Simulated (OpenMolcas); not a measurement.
**neutral oxygen: effect of the basis set**

```json
{
  "Program": "OpenMolcas 26.06",
  "Method": "CASSCF",
  "Active space": "6 electrons in 4 orbitals (2s 2p)",
  "State averaging": "2S+1 = 3 even, 3 roots; 2S+1 = 1 even, 6 roots",
  "Spin-orbit coupling": "state interaction with AMFI integrals over the reference wave functions, term energies averaged over their components"
}
```

A. ANO-RCC-VDZP [3s2p1d], DKH2, point nucleus; cost of the order of 7 core-seconds
B. ANO-L-VTZP [4s3p2d1f], non-relativistic, point nucleus; cost about 7 core-seconds
C. ANO-RCC-VTZP [4s3p2d1f], DKH2, point nucleus; cost roughly 7 core-seconds
D. ANO-R3 [4s4p2d1f], X2C, finite nucleus; cost of the order of 8 core-seconds
E. ANO-R2 [4s4p2d1f], X2C, finite nucleus; cost roughly 8 core-seconds
F. ANO-RCC-VQZP [5s4p3d2f1g], DKH2, point nucleus; cost roughly 8 core-seconds

Energies in cm-1 above 2s2 2p4 3P2, the measured ground level; measured values from NIST Handbook of Basic Atomic Spectroscopic Data.

```json
{"Level": "2s2 2p4 3P2", "A": "0.0", "B": "0.0", "C": "0.0", "D": "0.0", "E": "0.0", "F": "0.0", "Measured": "0.0"}
{"Level": "2s2 2p4 3P1", "A": "152", "B": "149", "C": "149", "D": "148", "E": "148", "F": "150", "Measured": "158"}
{"Level": "2s2 2p4 3P0", "A": "226", "B": "222", "C": "222", "D": "221", "E": "221", "F": "224", "Measured": "227"}
{"Level": "2s2 2p4 1D2", "A": "17607", "B": "17708", "C": "17699", "D": "17661", "E": "17661", "F": "17666", "Measured": "15868"}
{"Level": "2s2 2p4 1S0", "A": "31858", "B": "31986", "C": "31988", "D": "31907", "E": "31907", "F": "31941", "Measured": "33793"}
```

Deviations, from unrounded energies. A percentage is the sum of absolute deviations over the sum of measured energies, with the sign that they share, or ± where signs differ.

| Against measurement | Levels | A | B | C | D | E | F |
| --- | --- | --- | --- | --- | --- | --- | --- |
| mean absolute deviation (cm-1) | 4 | 920 | 920 | 910 | 920 | 920 | 920 |
| fine structure of the ground term (%) | 2 | -1.9 | -3.8 | -3.6 | -4.3 | -4.3 | -2.8 |
| other terms of the ground configuration (%) | 2 | ±7.4 | ±7.3 | ±7.3 | ±7.4 | ±7.4 | ±7.4 |

A, B, C, D, E, F lie about equally close to measurement. The largest miss of C in the table is 2s2 2p4 1D2, by +1800 cm-1. The ranking rests on the paired levels alone, and a cruder setting can come out closer through cancelling errors.

Among A to F the level of the table that moves most is 2s2 2p4 1S0, by 130 cm-1 (lowest in A, highest in C).

Without dynamic correlation excited terms often stand tens of per cent too high (terms of higher spin than the ground term too low), and those without a measured partner can miss by more than the paired ones. Measured partners are found by configuration, term and J. A level has none where our copy of the source lacks it or the pairing is in doubt (some pairs that miss far off the trend of their configuration count as doubtful), and it then counts in no deviation. Only configurations of the active space appear.
